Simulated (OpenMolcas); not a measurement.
## Lines of neutral rhenium: computed and rescaled rates

```json
{"Program": "OpenMolcas 26.06", "Method": "MS-CASPT2, IPEA 0.25 Eh, imaginary shift 0.1 Eh (closed shells correlated: 5s 5p)", "Basis": "ANO-R3 [10s7p6d4f2g1h]", "Scalar Hamiltonian": "X2C, finite nucleus", "Active space": "7 electrons in 6 orbitals (5d 6s)", "State averaging": "2S+1 = 6 even, 6 roots; 2S+1 = 4 even, 59 roots kept (CI in the orbitals of an earlier block); 2S+1 = 2 even, 53 roots kept (CI in the orbitals of an earlier block)", "Spin-orbit coupling": "RASSI with atomic mean-field integrals over the reference wave functions, term energies averaged over their components"}
```

Rates come from the transition moments of the reference wave functions (E1 and E2 in the length form). At fixed line strength A goes as λ^-3 for E1 and M1 and as λ^-5 for E2, so a rate at the computed wavelength can be rescaled to the measured one. Measured vacuum wavelengths follow from level energies in NIST Handbook of Basic Atomic Spectroscopic Data. Branching counts decays inside the model space alone, at computed energies, and the table is only a selection of the E2 and M1 lines, drawn from those between levels with measured partners whose computed energy lies within a factor of 1.5 of the measured one.

```
          Upper           Lower  Type  λ computed (nm)  λ measured (nm)  A computed (s-1)  A rescaled (s-1)  Branching %
  5d⁶ 6s ⁶D_1/2  5d⁵ 6s² ⁶S_5/2    E2            480.9            580.1          2.47e+00          9.67e-01         91.4
  5d⁶ 6s ⁶D_3/2  5d⁵ 6s² ⁶S_5/2    E2            499.2            612.5          2.43e+00          8.74e-01         71.3
  5d⁶ 6s ⁶D_5/2  5d⁵ 6s² ⁶S_5/2    E2              528            634.1          1.86e+00          7.45e-01         57.9
  5d⁶ 6s ⁶D_5/2  5d⁵ 6s² ⁶S_5/2    M1              528            634.1          9.91e-01                           30.8
  5d⁶ 6s ⁶D_3/2  5d⁵ 6s² ⁶S_5/2    M1            499.2            612.5          6.48e-01                           19.0
  5d⁶ 6s ⁶D_9/2  5d⁵ 6s² ⁶S_5/2    E2            686.6            850.7          5.19e-01          1.78e-01        100.0
5d⁵ 6s² ⁴G_11/2   5d⁶ 6s ⁶D_9/2    M1             2714             2197          2.36e-04                           94.8
```

Spin-changing lines and M1 lines between different terms are not rescaled, since their strength hangs on the term gaps too.

The largest correction is for 5d⁶ 6s ⁶D_9/2 → 5d⁵ 6s² ⁶S_5/2 (E2): 5.19e-01 × (686.6 / 850.7)^5 = 1.78e-01 s-1, a factor of 0.34.

The computed order of these levels differs from the measured one in 1 place, and where term gaps are wrong the rates of spin-changing lines can be off by large factors.

No measured rate stands beside these. Rescaling mends the energy factor alone: line strengths can still be far off where a level mixes with configurations outside the active space, and weak or spin-changing lines hang on small mixing coefficients that depend on the term gaps too, so rescaling need not improve them.

CASPT2 breaks the degeneracy within a term, and the mean is taken; among the terms shown or strongly mixed into the levels shown the widest spread is 670 cm-1 (5d⁵ 6s² ⁴G). Terms from blocks run as CI alone lack orbitals of their own. Configurations are named by rounded mean occupations; where the s occupation lies near a half they are strongly mixed, a name can repeat and a true partner stay unpaired. A single d shell beside an s shell can misplace configurations of different d count against each other. Computed and measured levels are paired by configuration, term and J; levels that our copy of the source lacks, or whose pairing is in doubt (as where it misses far off the trend of its configuration), stay unpaired. Levels of configurations outside the active space are missing.
